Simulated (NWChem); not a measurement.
Molecule: CH₃F₂SV; SMILES [V]([F])(=[S])([F])[CH3]

```xyz
8

V      0.1042     0.2450     0.0000
S      0.1151    -1.7390     0.0000
F      0.7338     0.8795     1.4487
F      0.7338     0.8795    -1.4487
C     -1.8308     0.6743     0.0000
H     -2.3050     0.2670     0.9045
H     -1.8524     1.7782     0.0000
H     -2.3050     0.2670    -0.9045
```
Atoms are numbered in this order, from 1.

Computed with NWChem. Pople sets run with spherical d functions. Structure relaxed at the PBE0/def2-SVP level. Not confirmed as a minimum by frequencies. B3LYP is NWChem's, with the RPA form of VWN correlation.

Estimate the computed values for B3LYP/6-31G*. Quantities: highest occupied level (eV); orbital gap (eV); dipole (D).


```json
{
 "highest occupied level (eV)": "-7.96",
 "orbital gap (eV)": "4.47",
 "dipole (D)": "1.92"
}
```
